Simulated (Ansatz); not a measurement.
Species: SiH3I, charge 0, singlet. SiH3I (SMILES [SiH3]I).
B3LYP-D3(BJ)/def2-TZVP minimum from Ansatz (an electronic-structure program):
```
Si
H 1 1.4759
H 1 1.4759 2 110.55
H 1 1.4759 2 110.55 3 122.76
I 1 2.4592 2 108.36 3 -118.62
```
Charge 0, spin multiplicity 1.

Total energies in def2-TZVPP, 14 correlated electrons, 14 frozen orbitals. Radicals and triplets start from unrestricted determinants; spin-orbit coupling is neglected. Correlated methods leave the cores frozen (noble-gas shells, and filled d and f shells in the p block). Past Kr the def2 sets carry scalar-relativistic core potentials. Spin-orbit terms, left out, reach several kcal/mol for Br and I, and more for heavier atoms.

```
method    program  energy (Eh)  minus CCSDT(Q) (mEh)
--------  -------  -----------  --------------------
HF         Ansatz   -587.38605                316.83
MP2        Ansatz   -587.65403                 48.85
CCSD       Ansatz   -587.69049                 12.39
CCSD(T)    Ansatz   -587.70137                  1.51
CCSDT(Q)   Ansatz   -587.70288                  0.00
```

Rough core times of Ansatz's runs on a shared machine: CCSD(T) under 20 s, CCSDT(Q) 30 min.
